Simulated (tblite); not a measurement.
Computed values, GFN2-xTB/tblite, gas phase, harmonic and unscaled. Against measured fundamentals such values can be off by several per cent, at times by over 20. Modes of hydrogen on phosphorus and silicon can be 10 to 20 % off. One conformer each. Thermal functions are those of the rigid rotor and harmonic oscillator, without mixing of conformers.

Task: Order these by their ideal-gas entropy at 200 K and 1 bar, highest first (cal/(mol K)).
A. `C[Se][C@@H]1C[C@@H]1C`
B. `Cc1cpc(C#N)n1C`
C. `CC(C)(C)p1[pH][pH]1`
D. `C=CCN1[SiH2]CC[SiH2]1`
E. `CC1=C[C@@]2(C=C1)C[C@H]2F`

Result: D (88.3), C (83.3), B (82.0), A (81.0), E (78.5).

```csv
SMILES,atoms,mass (u),symmetry number,modes under 300 cm⁻¹,ZPE (kcal/mol),S translation (cal/(mol K)),S rotation,S vibration,S,Cp
C=CCN1[SiH2]CC[SiH2]1,21,143.06,1,7,102.5,38.8,28.3,21.1,88.3,30.5
CC(C)(C)p1[pH][pH]1,18,152.01,1,8,88.2,39.0,28.0,16.3,83.3,29.6
Cc1cpc(C#N)n1C,16,138.03,1,7,74.5,38.7,28.1,15.2,82.0,27.0
C[Se][C@@H]1C[C@@H]1C,16,149.99,1,6,84.0,39.0,26.8,15.2,81.0,23.1
CC1=C[C@@]2(C=C1)C[C@H]2F,18,124.07,1,5,90.2,38.4,27.7,12.5,78.5,24.0
```

Entropies and Cp are for 200 K and 1 bar.
